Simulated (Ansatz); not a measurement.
The cluster Na₃Cl₃⁻, relaxed as a doublet with UKS PBE-D4/def2-SVPD in Ansatz, starting from the GFN1-xTB geometry. Force threshold 0.02 eV/Å.

The highest occupied level of the charge -1 doublet lies above zero (up to 0.67 eV). It is a level of α spin, whose loss leaves a singlet; that state wasn't run at this geometry and level. The electron is either unbound and held by the finite basis, or the level is raised by self-interaction error. The relaxation made no stability test and no search for a lower SCF solution. Another isomer (doublet) lies 0.20 eV lower at PBE0-D4/def2-TZVPD; other spin states weren't run for this one.

Start:

```tsv
atom	x (Å)	y (Å)	z (Å)
Na1	-0.745	-0.657	-1.559
Na2	0.819	-1.264	1.073
Na3	0.948	1.592	-0.201
Cl4	1.451	0.999	2.375
Cl5	-1.329	-2.634	0.202
Cl6	-1.144	1.964	-1.890
```

Problem. Estimate the energy that the relaxation releases and the steps that it takes.

Solution. 15.2 kJ/mol, in 5 steps; 12 s on 4 threads of Intel Xeon Platinum 8488C on a shared host. No frequencies were taken in this run, so the end may be a saddle point.

Problem. Does the start keep its bonding?

Solution. By distances, no bond broke or formed. The bond that changes most is Na3–Cl6, from 2.71 to 2.60 Å (atoms count from 1).

Problem. Predict the relaxed structure.

Solution. 
```xyz
6

Na   -0.921   -0.710   -1.662
Na    0.824   -1.369    1.246
Na    0.954    1.778   -0.171
Cl    1.424    0.955    2.252
Cl   -1.233   -2.539    0.164
Cl   -1.047    1.884   -1.829
```
Bond lengths (bridged metal pairs left out): 6 × Cl–Na 2.60 Å.
